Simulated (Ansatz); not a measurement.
`[Cl][SbH2]` + `O[SiH3]` → `[SiH3][O][SbH2]` + HCl at 500 K and 1 bar (ligand exchange at the Sb–Cl bond).

Gas-phase electronic energies from Ansatz, PBE0-D4/def2-TZVP geometries. CBS: MP2 limit from def2 TZ/QZ plus the TZ coupled-cluster correction, frozen cores. This one scheme is used for every species. def2 core potentials past Kr. For Sb outer-core shells are correlated without core-valence functions, which leaves a few kJ/mol of doubt a bond.

```csv
species,CCSD(T)/CBS energy (Eh),H − E (kJ/mol),S (J/(mol·K))
`[Cl][SbH2]`,-701.00845,61.2,307.5
`O[SiH3]`,-366.69042,127.5,292.9
`[SiH3][O][SbH2]`,-607.29789,151.3,406.6
HCl,-460.38127,32.5,201.9
```

H − E and S are ideal-gas, rigid-rotor, harmonic terms from PBE0-D4/def2-TZVP, for one conformer and one mirror image of each species. 1 Eh = 2625.50 kJ/mol, R = 8.31446 J/(mol·K).

Q: By hand: ΔE, ΔH, ΔS and ΔG.

A: ΔE = (-607.29789) + (-460.38127) − (-701.00845) − (-366.69042) = 0.01971 Eh = 51.7 kJ/mol. Δ(H − E) = 151.3 + 32.5 − 61.2 − 127.5 = -4.9, so ΔH = 46.8 kJ/mol. ΔS = 406.6 + 201.9 − 307.5 − 292.9 = 8.1 J/(mol·K). ΔG = 46.8 − 500 × (8.1)/1000 = 42.8 kJ/mol.

Q: By hand: the equilibrium constant, and the temperature at which ΔG would vanish if ΔH and ΔS stayed fixed.

A: log₁₀ K = −ΔG/(RT ln 10) = -4.5. ΔG = 0 at ΔH/ΔS = 5778 K, far beyond where these terms or the molecules hold.

The number of gas molecules stays the same, so ΔS is small and ΔH decides. A doubt of 5 kJ/mol in ΔE shifts log₁₀ K by 0.5 here. Other conformers and mirror images would add mixing entropy, several J/(mol·K) or more a flexible species. Modes under 60 cm⁻¹, often nearly free rotors, make the harmonic entropy too high. These are equilibria of isolated gas molecules and say nothing of rates. Largest T1 diagnostic: 0.014 (customary marks: 0.02 for closed shells, 0.045 for open ones).
